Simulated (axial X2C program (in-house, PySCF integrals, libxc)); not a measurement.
## How the levels of ErBr⁺ (f11 s1 orbitals) move with the bond length

Computed with an axial X2C code built on PySCF integrals: two-component X2C with atomic mean-field Coulomb and Gaunt terms, basis Er dyall-v3z, Br dyall-v3z (cores contracted in-house). Orbitals come from Hartree–Fock averaged over the configuration Er f11 s1; CI then distributes these electrons over the f, s shells of Er.

At R = 2.513 Å:

| Ω | energy (cm⁻¹) | g∥ | configuration |
| --- | --- | --- | --- |
| 0 | 0 | 0.00 | 100% f11 s1 |
| 1 | 5 | 2.50 | 100% f11 s1 |
| 2 | 22 | 5.01 | 100% f11 s1 |
| 3 | 52 | 7.51 | 100% f11 s1 |
| 4 | 97 | 10.02 | 100% f11 s1 |
| 5 | 163 | 12.52 | 100% f11 s1 |
| 6 | 262 | 15.03 | 100% f11 s1 |
| 7 | 411 | 17.52 | 100% f11 s1 |
| 8 | 644 | 19.97 | 100% f11 s1 |
| 0 | 1339 | 0.00 | 100% f11 s1 |
| 1 | 1351 | 2.31 | 100% f11 s1 |
| 2 | 1385 | 4.62 | 100% f11 s1 |
| 3 | 1438 | 6.92 | 100% f11 s1 |
| 4 | 1502 | 9.22 | 100% f11 s1 |

g∥ is the magnitude of 2⟨Lz + ge Sz⟩ for the +Ω component. The lowest 14 levels at most are listed.

At R = 2.614 Å:

```tsv
Ω	energy (cm⁻¹)	g∥	configuration
0	0	0.00	100% f11 s1
1	6	2.51	100% f11 s1
2	24	5.01	100% f11 s1
3	55	7.51	100% f11 s1
4	102	10.02	100% f11 s1
5	169	12.52	100% f11 s1
6	267	15.03	100% f11 s1
7	414	17.52	100% f11 s1
8	640	19.97	100% f11 s1
0	1323	0.00	100% f11 s1
1	1335	2.31	100% f11 s1
2	1370	4.61	100% f11 s1
3	1423	6.92	100% f11 s1
4	1489	9.22	100% f11 s1
```

The lowest level lies 556 cm⁻¹ above the lowest at the first distance.

(1) How does the gap from the lowest to the fifth level change between the two distances?

There is no dynamic correlation: spin–orbit spacings and, for f shells, spacings inside one term are the most reliable numbers, splittings between terms come out too wide, and energies between configurations are not reliable, so the lowest level need not be the ground state of the molecule. At most 4 roots were kept for each Ω > 0 (twice that for Ω = 0) within 2.2 eV of the lowest, so higher up levels can be missing between those listed; levels with Ω > 0 are doubly degenerate and listed once, Ω = 0 levels singly.

Results:

(1) From 97 to 102 cm⁻¹, a factor of 1.05.
